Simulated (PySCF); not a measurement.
Unknown compound

An unknown has the formula C₆H₁₀F₂Si. Its calculated NMR data are:

¹H NMR (400 MHz, computed): δ 7.44 (m, 1H), 5.45 (br s, 1H), 5.27 (br s, 1H), 4.05 (d, 3H), 2.95 (m, 1H), 2.00 (s, 3H).

¹³C{¹H} NMR (computed): δ 168.2 (C), 154.1 (C), 147.3 (CH), 117.8 (CH2), 33.4 (CH), 28.2 (CH3).

Computational details: coordinates at the GFN2-xTB level, shielding tensors at PBE0/pcSseg-1 (GIAO), in PySCF 2.14 (rapidly exchanging positions averaged, a single conformation, gas phase, non-relativistic).

Referencing at the same level of theory: TMS for ¹H (σref 31.72) and ¹³C (σref 186.93).

Problem. Which of these isomers gave the spectra?
A. F/C=C(/F)[C@@H]([SiH3])C1CC1
B. C=C(C)[C@H]([SiH3])/C(F)=C\F
C. C/C=C1\C[SiH2][C@H]1C(F)F

Solution. B. 

1. Rings plus π bonds: 2 (no ring in the answer).
2. 6 carbon signals for 6 carbons: no two carbons are equivalent.
3. Carbon types of the structure: 2 × C, 2 × CH, 1 × CH2, 1 × CH3, leaving 3 H on heteroatoms.
4. δC 168.2, 154.1: fully substituted alkene carbon.
5. δC 147.3: alkene CH; an sp2 carbon of a C=C bond.
6. δC 117.8: terminal =CH2 carbon; as expected for a trigonal carbon in a double bond.
7. δC 28.2: allylic methyl carbon; saturated and bonded to C and H only.
8. δH 2.00: hydrogen on an allylic methyl carbon; allylic position.

The others: C/C=C1\C[SiH2][C@H]1C(F)F would give 8 signals for carbon-bound and other non-exchanging H, not 6; F/C=C(/F)[C@@H]([SiH3])C1CC1 would give 8 signals for carbon-bound and other non-exchanging H, not 6.

Splittings by ¹⁹F in the carbon and heteronuclear signals aren't shown, as no couplings were computed. Shifts are as computed. Against solution values, carbons near 30 ppm lie about +3 ppm off and those near 130 ppm about +5 ppm. Of 1211 compounds with measured shifts, 218 miss one by over three times the rms of a fit or turn the order of signals round; such compounds aren't used in these exercises. Multiplicities follow the n + 1 count of equivalent neighbours, as no J values were calculated; m marks all less simple cases, F and P coupling included.
